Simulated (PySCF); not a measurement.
Bi(TeH)3 (BiH3Te3), SMILES [TeH][Bi]([TeH])[TeH].

Coordinates come from a PBE-D3(BJ)/def2-SVP optimisation. The structure was generated by enumeration; whether it is a known compound was not checked. The def2 effective core potentials stand for the cores of Bi, Te; spin–orbit coupling is left out.

Calculation: PBE-D3(BJ)/def2-SVP run with PySCF 2.14.0.

Frequencies are harmonic and unscaled.

Modes within 1.5 cm⁻¹ of each other (mostly degenerate sets) share a row, with their intensities summed.

```csv
mode,ν (cm⁻¹),IR (km/mol),moving atoms (share of kinetic energy)
1–2,32,0.4,"Te 87 %, Bi 10 %"
3,43,0.2,"Te 72 %, Bi 28 %"
4–5,130,2.3,H 97 %
6–7,149,14.4,"Te 58 %, Bi 40 %"
8,156,0.8,"Te 62 %, Bi 37 %"
9,210,0.9,H 99 %
10,482,2.7,H 98 %
11–12,486,34.9,H 98 %
13–15,2028,152.4,H 99 %
```
